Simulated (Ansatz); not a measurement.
Calculated with Ansatz (gas phase, PBE0-D4/def2-TZVP geometries, no zero-point term in ΔE). CCSD(T)/CBS is the MP2 limit (def2-TZVPP, def2-QZVPP) plus CCSD(T) − MP2 in def2-TZVPP, frozen cores. Functionals use def2-TZVPP. Each species was taken in one conformer, which may not be the lowest.

Consider the formal exchange of groups at a C–N bond: `CNBCN` + `B[SiH2]CF` → `B[SiH](C)CF` + `NBCN`.

Q: Is it downhill or uphill in electronic energy at CCSD(T)/CBS, and by how much? (An estimate is asked.)

A: The calculation gave: Downhill: ΔE = -74.8 kJ/mol.

Q: What do these levels give: r2SCAN-D4, ωB97X-V, r2SCAN, HF/def2-TZVPP, CCSD/def2-TZVPP, CCSD(T)/def2-TZVPP? (An estimate is asked.)

A: Ansatz gave: r2SCAN-D4 -76.5, ωB97X-V -72.2, r2SCAN -76.0, HF/def2-TZVPP -67.4, CCSD/def2-TZVPP -72.2, CCSD(T)/def2-TZVPP -72.4 kJ/mol.

Largest T1 diagnostic among the species: 0.012.

In def2-TZVPP, CCSD(T) changes the Hartree–Fock value by −5.0 kJ/mol (the triples alone add −0.3 kJ/mol) and MP2 by −10.0 kJ/mol.
